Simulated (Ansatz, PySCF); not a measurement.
Species: B2H4, charge 0, multiplicity 1. SMILES: BB
Geometry from a B3LYP-D3(BJ)/def2-TZVP (Ansatz, a program for electronic structure) optimisation:
```xyz
6

B      0.0005     0.0106     0.8133
B     -0.0005    -0.0106    -0.8133
H      1.0141     0.0110     1.4491
H     -1.0125     0.0267     1.4501
H      0.0070     0.9944    -1.4628
H     -0.0087    -1.0321    -1.4364
```

Quantity: vertical ionisation energy (to the doublet state of charge +1; each state is the SCF solution reached for its spin; the molecule has degenerate orbitals, so one determinant may break the symmetry), in eV. Valence correlation only, unless marked. Open shells are spin-unrestricted. No spin-orbit coupling. Non-relativistic. CBS marks a two-point X^-3 extrapolation of the correlation energy; Hartree-Fock from the larger set. The bracket is a focal-point correction in the basis named.

| level | program | vertical ionisation energy (eV) |
|---|---|---|
| HF/aug-cc-pVDZ | Ansatz | 10.58 |
| HF/aug-cc-pVTZ | Ansatz | 10.55 |
| HF/aug-cc-pVQZ | Ansatz | 10.55 |
| r2SCAN/def2-TZVPD | Ansatz | 11.15 |
| B3LYP/def2-TZVPD | Ansatz | 11.32 |
| CAM-B3LYP/def2-TZVPD | Ansatz | 11.40 |
| wB97M-V/def2-TZVPD | Ansatz | 11.43 |
| B2PLYP/def2-TZVPD | Ansatz | 11.31 |
| RI-MP2/aug-cc-pVTZ | Ansatz | 11.42 |
| RI-MP2/CBS(aug-cc-pVTZ,aug-cc-pVQZ) | Ansatz | 11.51 |
| RI-MP2/CBS(def2-TZVPPD,def2-QZVPPD) | Ansatz | 11.51 |
| SCS-MP2/def2-SVPD | Ansatz | 11.37 |
| RI-MP2/CBS(aug-cc-pVTZ,aug-cc-pVQZ)+[CCSD(T)-MP2]/aug-cc-pVDZ | Ansatz | 11.51 |
| RI-MP2/CBS(def2-TZVPPD,def2-QZVPPD)+[CCSD(T)-MP2]/def2-SVPD | Ansatz | 11.50 |
| RI-MP2/CBS(aug-cc-pVTZ,aug-cc-pVQZ)+[CCSD(T)-MP2]/aug-cc-pVTZ | Ansatz | 11.50 |

For comparison, minus the highest occupied orbital energy (PySCF): 7.62 eV at M06-L/def2-TZVPD, 8.73 eV at PW6B95/def2-TZVPD, 7.44 eV at TPSS/def2-TZVPD.
